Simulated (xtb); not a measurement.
BeH3NSe, SMILES [NH2][Be][SeH]. All values are semi-empirical tight-binding results from xtb (GFN2-xTB unless named), good for trends rather than for accurate numbers. The structure is a stationary point at GFN2-xTB. The values are those of a single conformer.

Optimised geometry:

Bond lengths (Å): Be1–N2 1.496, Be1–Se5 2.018, N2–H3 1.007, N2–H4 1.007, Se5–H6 1.419. Bond angles (°): N2–Be1–Se5 177.7, Be1–N2–H3 127.3, Be1–N2–H4 127.3, H3–N2–H4 105.3, Be1–Se5–H6 104.5.

For metal compounds this method's bond lengths and energies can be far off.

```yaml
point_group_as_xtb_finds_it: Cs
orbital_gap: 4.90 eV
zero_point_energy: 20.5 kcal/mol
G − E(el) at 298.15 K (modified RRHO): 2.8 kcal/mol
```

Computed atomic charges and the Wiberg bond orders between heavy atoms:
charges (e) Be1 0.60, N2 -0.51, H3 0.17, H4 0.17, Se5 -0.62, H6 0.20. Bond orders Be1–N2 1.29, Be1–Se5 0.88.
